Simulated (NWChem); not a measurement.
BeNH₃S; SMILES [NH2][Be][SH]

```xyz
6

Be     0.0300    -0.5936     0.0002
N      0.0098    -2.0930     0.0017
H      0.0035    -2.6772    -0.8255
H      0.0099    -2.6752     0.8303
S      0.1035     1.3206    -0.0013
H     -1.2398     1.4813     0.0037
```
Atoms are numbered in this order, from 1.

The geometry was optimised at B3LYP/6-31G* (spherical d).

Task: Give the principal values of the shielding tensors (ppm) of Be1, N2, S5 from KT2/pcSseg-1, GIAO (NWChem), with their diamagnetic and paramagnetic parts as GIAO splits them.

Result: 
| atom | σ11 | σ22 | σ33 | isotropic | diamagnetic | paramagnetic |
|---|---|---|---|---|---|---|
| Be1 | 59.0 | 64.5 | 148.3 | 90.6 | 148.7 | -58.1 |
| N2 | 177.8 | 231.0 | 280.6 | 229.8 | 317.6 | -87.8 |
| S5 | 697.9 | 772.9 | 836.1 | 768.9 | 1059.7 | -290.8 |
